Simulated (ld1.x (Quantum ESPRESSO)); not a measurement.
boron: one change to an ultrasoft potential, before and after

```
Element                 : boron
Generator               : ld1.x (Quantum ESPRESSO) 7.5
Type                    : ultrasoft
Functional              : LDA (PZ)
Relativity              : scalar-relativistic
Frozen core             : [He]
Valence charge          : 3
Reference configuration : 2s2 2p1
Partial waves           : 2s (bound): rcut 1.10, rcutus 1.25 bohr; 2s channel at 4.2 Ry: rcut 1.10, rcutus 1.25 bohr; 2p (bound): rcut 2.50, rcutus 3.00 bohr; 2p channel at 0.3 Ry: rcut 2.50, rcutus 3.00 bohr; 3d channel at -0.15 Ry: rcut 2.40, rcutus 2.55 bohr; 3d channel at 1.25 Ry: rcut 2.40, rcutus 2.55 bohr
Local potential         : all-electron potential smoothed inside 2.90 bohr (lloc = -1)
Core correction         : none
Augmentation charge     : PSQ, radius 0.95 bohr
```

All-electron outer shells of the reference configuration (LDA (PZ), scalar-relativistic, ld1.x):

| shell | level (eV) | outermost node (bohr) | outermost maximum (bohr) |
| --- | --- | --- | --- |
| 1s | -178.66 | – | 0.21 |
| 2s | -9.39 | 0.46 | 1.52 |
| 2p | -3.72 | – | 1.55 |

Change: waves 2s (bound): rcut 1.08, rcutus 1.14 bohr; 2s channel at 4.2 Ry: rcut 1.08, rcutus 1.14 bohr.

Cutoffs: the cutoffs (Ry, on a coarse ladder) from which the occupation-weighted sum of valence levels, in a spherical-Bessel basis at the reference potential, stays within 10 and 1 mRy of its value at 400 Ry; they do not see the model core or the augmentation charge, which bear on the density cutoff. Errors are all-electron minus pseudo energies relative to the spin-unpolarised reference configuration.

**Question.** How do hardness, ghosts and transferability respond?

**Answer.** The potential gets harder (18 Ry and 25 Ry → 21 Ry and 30 Ry); the errors of the 9 common tests hardly move; neither file shows a bound ghost. A smaller radius makes the pseudo-wave follow the all-electron one further in, where it bends more sharply, so more plane waves are needed.

| quantity | base | changed |
| --- | --- | --- |
| cutoff, loose | 18 Ry | 21 Ry |
| cutoff, tight | 25 Ry | 30 Ry |
| loose cutoff by channel (10 mRy a level) | s 15 Ry, p 6 Ry | s 18 Ry, p 6 Ry |
| bound ghosts | none | none |
| error for 2s2 2p0, meV [ΔE 8.33 eV] | +20 | +21 |
| error for 2s1 2p0, meV [ΔE 33.63 eV] | +97 | +96 |
| error for 2s2 2p0.5, meV [ΔE 2.94 eV] | +2.4 | +2.5 |
| error for 2s0 2p3, meV [ΔE 11.40 eV] | +69 | +74 |
| error for 2s1 2p1, meV [ΔE 14.28 eV] | +8.5 | +8.9 |
| error for 2s2 2p1.3, meV [ΔE -0.77 eV] | +0.3 | +0.3 |
| error for 2s1 2p2, meV [ΔE 5.69 eV] | +17 | +18 |
| error for 2s2 2p1 (spin-polarised), meV [ΔE -0.23 eV] | +28 | +28 |
| error for 2s1 2p0 (spin-polarised), meV [ΔE 32.90 eV] | +191 | +192 |
| s: phases at 3.27 bohr within 0.05 rad from the reference energy up to (Ry; the scan ends near 5) | to the end of the scan | to the end of the scan |
| p: phases at 3.27 bohr within 0.05 rad from the reference energy up to (Ry; the scan ends near 5) | 4.2 | 4.2 |
| d: phases at 3.27 bohr within 0.05 rad from the reference energy up to (Ry; the scan ends near 5) | 3.6 | 3.6 |
| lowest overlap eigenvalue by channel | s 0.45, p 0.60, d 0.98 | s 0.39, p 0.60, d 0.98 |
